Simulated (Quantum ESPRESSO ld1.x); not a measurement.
Results of a calculation; reference values are marked as such.
The table gives one normalised radial function P(r) = r R(r) (large component) of Fe+ in [Ar] 3d5.5 4s1.5 (r in bohr). Code: ld1.x of Quantum ESPRESSO 7.5. Model: Dirac Kohn-Sham, relativistic LDA (MacDonald-Vosko exchange, VWN5 correlation), spin-unpolarised, spherical densities, point nucleus; open shells fill j = l - 1/2 first.

r	P
0.00193	0.0000
0.00288	0.0000
0.004296	0.0000
0.006409	0.0000
0.009561	0.0001
0.01426	0.0004
0.02128	0.0013
0.03174	0.0040
0.04735	0.0117
0.07064	0.0321
0.1054	0.0820
0.1572	0.1889
0.2345	0.3809
0.3499	0.6462
0.522	0.8840
0.7787	0.9397
1.162	0.7671
1.733	0.4787
2.585	0.2169
3.857	0.0617
5.754	0.0084
8.584	0.0004

Which n and l does it have? It may be an empty orbital.

Answer. n = 3, l = 2: the number of nodes gives n - l - 1 = 0, the rise at small r points to l (for j = l - 1/2 the large component starts as r^gamma with gamma = sqrt(l^2 - (Z/c)^2) = 1.99 and the r^(l+1) term takes over further out; the orbital of l - 1 with the same j starts with the same power, but with a larger coefficient, and does not steepen), and the extent must fit the shell. The curve is that of 3d3/2; the two j differ most near the nucleus, where j = l - 1/2 has the larger amplitude, and in heavy atoms j = l - 1/2 is also the more compact. 3d3/2: eigenvalue -19.009 eV, 0 radial nodes, <r> = 1.07 bohr, 90 % of the charge inside 1.84 bohr.
